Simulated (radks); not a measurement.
Values are calculated unless marked as measured or tabulated.
Task: Species: Dy2+. Configuration: [Xe] 4f9.75 5d0.25 (fractional occupations, a model configuration). Level of theory: scalar-relativistic Kohn-Sham, PBEsol, spin-polarised, spherical densities, finite nucleus; open shells are filled with parallel spins first (spin-orbit coupling, left out, can overturn this in heavy ions); Fermi nuclear charge, rms radius 5.2218 fm (a radial shooting solver on a logarithmic mesh with Libxc functionals). Some entries of the table are withheld. Estimate them.

orbital,occ.,eigenvalue (hartree),<1/r> (bohr^-1)
1s down,1,-1971.385,74.53
1s up,1,-1971.385,74.53
2s up,1,-328.7765,17.32
2s down,1,-328.7744,17.32
2p up,3,-291.8573,16.09
2p down,3,-291.8558,16.09
3s up,1,-73.64354,6.371
3s down,1,-73.58094,6.375
3p up,3,-62.30662,5.972
3p down,3,-62.24428,5.976
3d up,5,-47.70300,5.666
3d down,5,-47.65496,5.669
4s up,1,-15.06830,2.689
4s down,1,-14.93264,2.688
4p up,3,-11.33387,2.466
4p down,3,-11.19979,2.465
4d up,5,-6.24629,2.175
4d down,5,-6.11415,2.172
5s up,1,-2.38197,(1)
5s down,1,-2.31182,(2)
5p up,3,-1.49979,0.8597
5p down,3,-1.44645,0.8473
4f up,7,-0.72993,1.585
4f down,2.75,-0.61348,1.552
5d up,0.25,-0.52231,0.5359
5d down,0,-0.49623,0.5227

Result: 
(1) 5s up <1/r> (bohr^-1): 1.027
(2) 5s down <1/r> (bohr^-1): 1.016
